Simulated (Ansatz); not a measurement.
Ansatz (a program for electronic structure) input (PBE0/def2-TZVPD):

Ansatz 0.2 input:
```yaml
crystal:
  periodic: [false, false, false]
  atoms:
    - {symbol: Si, position_ang: [-0.65615946, 0.16943735, 0.08108725]}
    - {symbol: N, position_ang: [1.13965194, -0.06476023, -0.26953305]}
    - {symbol: H, position_ang: [-1.18168396, -0.97576100, -0.81447787]}
    - {symbol: H, position_ang: [-0.83999124, -0.68297338, 1.37798810]}
    - {symbol: H, position_ang: [1.68890625, 0.68108461, 0.14004556]}
    - {symbol: H, position_ang: [1.54143775, -0.94115151, 0.04795403]}
basis:
  gaussian:
    orbitals: def2-TZVPD
hamiltonian:
  xc: {name: PBE0}
total_charge: -1
output: {forces: true}
```

End of the output:

```
integrals: 0.03 GiB planned
679 factors; their error is unknown
0.19 GiB of the device are held for the grids
0.43 GiB of device memory are held for the factors and their scratch space
mean field: 0.39 GiB planned
mean field evaluation 1: about -9427.5803 eV, gradient 1.9e1 eV
mean field evaluation 2: about -9427.4048 eV, gradient 2.3e1 eV
mean field evaluation 4: about -9428.5169 eV, gradient 5.8e-1 eV
mean field evaluation 8: about -9428.5214 eV, gradient 2.5e-1 eV
mean field evaluation 16: about -9428.5215 eV, gradient 2.9e-5 eV
mean field -9428.52145224 eV, -346.4917724886 hartree, gradient 2.9e-5 eV, S^2 0.000000; 0 other end points of the search recorded, 0 dependent functions left out
the calculation of the forces begins
reference -9428.52148702 eV, -346.4917737666 hartree; 13, 13 occupied and 103, 103 virtual orbitals, 679 factors
Total energy: -9428.52148702 eV, -346.4917737666 hartree
Atom 0 at    -0.656159     0.169437     0.081087 Å, force     0.163057    -0.052532    -0.015884 eV/Å
Atom 1 at     1.139652    -0.064760    -0.269533 Å, force    -0.112557     0.021565     0.072853 eV/Å
Atom 2 at    -1.181684    -0.975761    -0.814478 Å, force    -0.004960     0.009978    -0.004750 eV/Å
Atom 3 at    -0.839991    -0.682973     1.377988 Å, force     0.000859     0.011467    -0.012743 eV/Å
Atom 4 at     1.688906     0.681085     0.140046 Å, force    -0.021653    -0.031120    -0.029520 eV/Å
Atom 5 at     1.541438    -0.941152     0.047954 Å, force    -0.024745     0.040643    -0.009955 eV/Å
Dipole moment:     0.694026    -0.201586     0.110552 e Å
```

It need not be the lowest isomer of its formula. Whether it binds its extra electron was not tested at this geometry.
